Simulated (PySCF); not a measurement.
C2H6Cl2Sn, triplet, geometry from GFN2-xTB of the parent state (such geometries of metal compounds can be far from the true shape) (a higher spin typed on purpose: for a closed-shell molecule this is an excited state) (all electrons, no relativity) (in this run its highest filled SCF level lies above zero, so its values depend strongly on the basis, on diffuse functions most of all); M062X/STO-3G run with PySCF.

Input for PySCF:
```python
from pyscf import gto, scf, dft

mol = gto.M(
    atom='''
C     1.80274258   -1.51892946    0.13022470
Sn   -0.01552912   -0.26777656   -0.05001192
C    -1.95844921   -1.15908069   -0.62853208
Cl    0.45401961    1.44019862   -1.56676734
Cl   -0.32257777    0.82263295    1.98839743
H     1.64728004   -2.25891613    0.90564891
H     2.63055354   -0.87076108    0.39427872
H     1.99607754   -2.00130122   -0.82002828
H    -2.68555220   -0.35840678   -0.70224067
H    -2.26178223   -1.86871977    0.13139445
H    -1.85039202   -1.65314243   -1.58632442
''',
    basis='sto-3g',
    spin=2,
    verbose=5,
)

mf = dft.UKS(mol)
mf.xc = 'm062x'
mf.kernel()
```

Predict the main parts of the log of this PySCF run.


```
PySCF version 2.14.0

[INPUT] verbose = 5
[INPUT] max_memory = 4000
[INPUT] num. atoms = 11
[INPUT] num. electrons = 102
[INPUT] charge = 0
[INPUT] spin (= nelec alpha-beta = 2S) = 2
[INPUT] symmetry False subgroup None
[INPUT] Mole.unit = angstrom
[INPUT] Symbol           X                Y                Z      unit          X                Y                Z       unit  Magmom
[...]
[INPUT] ---------------- BASIS SET ----------------
[INPUT] l, kappa, [nprim/nctr], expnt,             c_1 c_2 ...
[INPUT] C
[...]
                                13.045096         0.53532814
                                3.5305122         0.44463454
[...]
                                0.6834831         0.39951283
                                0.2222899         0.70011547
[...]
                                0.6834831         0.60768372
                                0.2222899         0.39195739
[INPUT] Cl
[...]
                                109.5358542       0.5353281423
                                29.64467686       0.4446345422
[...]
                                9.053563477       0.3995128261
                                2.944499834       0.7001154689
[...]
                                0.5940934274      0.2255954336
                                0.232524141       0.900398426
[...]
                                9.053563477       0.6076837186
                                2.944499834       0.3919573931
[...]
                                0.5940934274      0.5951670053
                                0.232524141       0.462001012
[INPUT] H
[...]
                                0.62391373        0.53532814
                                0.1688554         0.44463454
[INPUT] Sn
[...]
                                978.2371611       0.5353281423
                                264.7491522       0.4446345422
[...]
                                109.6946243       0.3995128261
                                35.67609636       0.7001154689
[...]
                                18.043066         0.2175436044
                                6.96157579        0.9166769611
[...]
                                2.174045204       0.0576109534
                                0.9570200509      1.115578745
[...]
                                0.3357601616      -0.1972567438
                                0.1483111678      1.375495512
[...]
                                109.6946243       0.6076837186
[...]
cycle= 13 E= -6954.70178498748  delta_E= -1.36e-10  |g|= 5.23e-06  |ddm|= 6.88e-05

  alpha mo_energy =
[-1.02321525e+03 -1.50657298e+02 -1.43207729e+02 -1.43207647e+02
 -1.43207569e+02 -1.01506362e+02 -1.01506009e+02 -2.81779157e+01
 -2.54809115e+01 -2.54807196e+01 -2.54806278e+01 -1.75047132e+01
 -1.75046370e+01 -1.75044880e+01 -1.75043898e+01 -1.75041794e+01
 -1.03690681e+01 -1.03690422e+01 -9.55596975e+00 -9.55552281e+00
 -7.24584185e+00 -7.24540255e+00 -7.24249608e+00 -7.24208381e+00
 -7.23742862e+00 -7.23710705e+00 -4.33105892e+00 -3.19739152e+00
 -3.19529555e+00 -3.19428138e+00 -8.29054932e-01 -8.26423086e-01
 -7.89363915e-01 -7.84851137e-01 -7.23708397e-01 -7.23292008e-01
 -7.17415539e-01 -7.13745094e-01 -7.11854274e-01 -4.71840949e-01
 -4.69575100e-01 -4.66365791e-01 -4.65666896e-01 -4.65328048e-01
 -3.67037652e-01 -3.55325061e-01 -3.54473448e-01 -3.05500482e-01
 -2.97080571e-01 -2.94122314e-01 -2.90745329e-01  3.16921252e-03
  1.59858266e-01  1.80818739e-01  2.50957183e-01  5.10714870e-01
  5.12488027e-01  5.14441845e-01  5.18105968e-01  5.32126220e-01
  5.33694448e-01]
  beta  mo_energy =
[-1.02321426e+03 -1.50656043e+02 -1.43207127e+02 -1.43207094e+02
 -1.43206969e+02 -1.01503614e+02 -1.01503306e+02 -2.81761824e+01
 -2.54802465e+01 -2.54800250e+01 -2.54797535e+01 -1.75042815e+01
 -1.75042294e+01 -1.75040529e+01 -1.75037405e+01 -1.75034379e+01
 -1.03639135e+01 -1.03638938e+01 -9.55467904e+00 -9.55425138e+00
 -7.24162051e+00 -7.24124155e+00 -7.23694547e+00 -7.23665375e+00
 -7.23661691e+00 -7.23634949e+00 -4.32865671e+00 -3.19672185e+00
 -3.19419864e+00 -3.19291614e+00 -8.10026014e-01 -8.09507815e-01
 -7.67320510e-01 -7.63594331e-01 -7.23038831e-01 -7.22705809e-01
 -7.09618595e-01 -7.09172429e-01 -7.07769457e-01 -4.62036518e-01
 -4.59163988e-01 -4.56184083e-01 -4.55948954e-01 -4.24190466e-01
 -3.35356933e-01 -3.18400423e-01 -3.03190601e-01 -2.79841135e-01
 -2.70861140e-01 -2.59471527e-01 -1.42584521e-01  1.78041929e-01
  1.90994583e-01  2.30244273e-01  3.19079500e-01  5.32677982e-01
  5.35145171e-01  5.37169811e-01  5.41063524e-01  5.46398136e-01
  5.47897908e-01]
multiplicity <S^2> = 2.010238  2S+1 = 3.0068176
nelec by numeric integration = [52.00000007 50.00000071]
E1 = -11096.492935364693  E2 = 3398.1974270935334  Ecoul = 3629.6083911372352  Exc = -231.41096404370188
Extra cycle  E= -6954.70178498772  delta_E= -2.38e-10  |g|= 4.95e-06  |ddm|= 6.42e-05
converged SCF energy = -6954.70178498772  <S^2> = 2.010238  2S+1 = 3.0068176
```
